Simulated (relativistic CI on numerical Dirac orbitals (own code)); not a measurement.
**Electric-dipole lines of Dy⁴⁺**

Method of calculation: Dirac-Coulomb-Breit CI, KLI orbitals optimised for each configuration, QED by a radiative potential, valence Slater integrals scaled by 0.85, P86 correlation energy added to each configuration (own radial code, finite nucleus).

CI space (outside the closed core [Kr] 4d10): 4f8 5s2 5p6, 4f7 5s2 5p6 5d, 4f10 5s2 5p4, 4f9 5s2 5p5, 4f7 5s2 5p6 6s, 4f7 5s2 5p6 6p, 4f7 5s2 5p6 7s, 4f9 5s 5p6. Levels of other configurations are missing.

| λ vac (Å) | Lower | Upper | A (s⁻¹) | log gf | S velocity/length |
| --- | --- | --- | --- | --- | --- |
| 630.62 | 4f8 5s2 5p6 7F_6 [1] | 4f7 5s2 5p6 5d 7D°_5 [385] | 5.70e+08 | -0.43 | 0.75 |
| 630.67 | 4f8 5s2 5p6 7F_6 [1] | 4f7 5s2 5p6 5d 7G°_7 [383] | 1.36e+08 | -0.92 | 0.77 |
| 635.10 | 4f8 5s2 5p6 7F_5 [2] | 4f7 5s2 5p6 5d 5G°_6 [399] | 1.54e+08 | -0.92 | 0.76 |
| 635.63 | 4f8 5s2 5p6 7F_6 [1] | 4f7 5s2 5p6 5d 7G°_6 [370] | 1.01e+08 | -1.10 | 0.80 |
| 639.25 | 4f8 5s2 5p6 7F_6 [1] | 4f7 5s2 5p6 5d 7G°_6 [364] | 1.41e+08 | -0.95 | 0.79 |
| 641.05 | 4f8 5s2 5p6 7F_6 [1] | 4f7 5s2 5p6 5d 7G°_7 [360] | 1.27e+09 | 0.07 | 0.81 |
| 643.50 | 4f8 5s2 5p6 7F_5 [2] | 4f7 5s2 5p6 5d 7G°_5 [375] | 2.24e+08 | -0.82 | 0.81 |
| 645.87 | 4f8 5s2 5p6 7F_3 [4] | 4f7 5s2 5p6 5d 7G°_3 [398] | 2.64e+08 | -0.94 | 0.76 |
| 645.95 | 4f8 5s2 5p6 7F_5 [2] | 4f7 5s2 5p6 5d 7G°_6 [370] | 7.47e+08 | -0.22 | 0.82 |
| 648.44 | 4f8 5s2 5p6 7F_5 [2] | 4f7 5s2 5p6 5d 7P°_4 [367] | 1.95e+08 | -0.96 | 0.81 |
| 649.28 | 4f8 5s2 5p6 7F_2 [5] | 4f7 5s2 5p6 5d 7G°_3 [398] | 3.63e+08 | -0.79 | 0.79 |
| 649.50 | 4f8 5s2 5p6 7F_4 [3] | 4f7 5s2 5p6 5d 7G°_5 [375] | 5.66e+08 | -0.40 | 0.82 |
| 649.69 | 4f8 5s2 5p6 7F_5 [2] | 4f7 5s2 5p6 5d 7G°_6 [364] | 1.63e+08 | -0.87 | 0.84 |
| 653.04 | 4f8 5s2 5p6 7F_1 [6] | 4f7 5s2 5p6 5d 7G°_2 [396] | 4.83e+08 | -0.81 | 0.81 |
| 653.73 | 4f8 5s2 5p6 7F_3 [4] | 4f7 5s2 5p6 5d 7G°_4 [378] | 3.30e+08 | -0.72 | 0.83 |
| 654.56 | 4f8 5s2 5p6 7F_6 [1] | 4f7 5s2 5p6 5d 7D°_5 [338] | 3.89e+08 | -0.56 | 0.81 |
| 760.79 | 4f8 5s2 5p6 5L_10 [9] | 4f7 5s2 5p6 5d 5L°_10 [377] | 9.80e+07 | -0.75 | 1.09 |
| 824.13 | 4f8 5s2 5p6 7F_6 [1] | 4f7 5s2 5p6 5d 7D°_5 [263] | 3.52e+08 | -0.40 | 1.34 |
| 836.92 | 4f8 5s2 5p6 7F_5 [2] | 4f7 5s2 5p6 5d 7D°_4 [265] | 2.64e+08 | -0.60 | 1.36 |
| 843.02 | 4f8 5s2 5p6 7F_4 [3] | 4f7 5s2 5p6 5d 7D°_3 [266] | 2.04e+08 | -0.82 | 1.36 |

Terms are leading LS components. Brackets give the number of a level in order of energy, since labels repeat. The list gives strong lines, with weight on those to low levels, among the lowest 400 of 9718 levels, so that lines to higher ones, which can be the strongest, are missing. Levels whose partners in the same complex of configurations lie outside the list can be far off, and so can their lines. Rates are taken at the computed energies, electric ones in the length gauge. A velocity-to-length ratio far from 1 marks an uncertain rate.

At this charge configurations can still be misplaced by up to about 7 % of their energy. Levels and lines within the n = 5 or 6 shells can be off by up to 10 % or somewhat more, and those that change n by about 2 %, since core polarisation is missing.

LS names give the leading component of a level, which can be under half, so a name can repeat, a term be missing and a line seem to break the LS rules.
